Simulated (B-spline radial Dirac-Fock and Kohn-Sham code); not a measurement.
# Satellites and hypersatellites of the K lines of W²⁰⁺

System: the W²⁰⁺ ion, [Kr] 4d10 4f8.

Input file task.json (cfg lists n, l and occupation; rrms is the nuclear radius in fm):

```json
{"items": [{
  "Z": 74,
  "q": 20,
  "cfg": [[1, 0, 2], [2, 0, 2], [2, 1, 6], [3, 0, 2], [3, 1, 6], [3, 2, 10], [4, 0, 2], [4, 1, 6], [4, 2, 10], [4, 3, 8]],
  "A": 184,
  "rrms": 5.3658,
  "do": ["binding", "quiet", "double"]
}]}
```

Run with: `python xray_run.py task.json out`

Model: Dirac-Fock energy differences between relaxed states, corrected for Breit and QED terms. Program: a radial B-spline solver. Each two-hole energy is an average over J within one jj subconfiguration, not an observable level; in light atoms, where LS coupling holds, the j-resolved values are not observed lines, and for a K spectator the Kα1 hypersatellite is nearly forbidden. Electron correlation is not included.

Lines without a spectator: Kα2 (K-L2) 57979.1 eV, Kα1 (K-L3) 59316.5 eV, Kβ3 (K-M2) 66946.7 eV, Kβ1 (K-M3) 67240.2 eV. Shifts in eV with one spectator hole (a dash: not computed, or left out as unreliable):

```csv
spectator hole,Kα2,Kα1,Kβ3,Kβ1
K (1s),+981.4,+1055.6,+1271.2,+1288.6
L2 (2p1/2),+125.2,+168.8,–,+321.8
L3 (2p3/2),+94.6,+103.8,+242.3,–
M2 (3p1/2),–,+26.73,+52.0,+61.8
M3 (3p3/2),+14.61,–,+44.4,+45.1
M4 (3d3/2),+4.95,+1.55,–,–
M5 (3d5/2),-0.46,+3.59,–,–
```
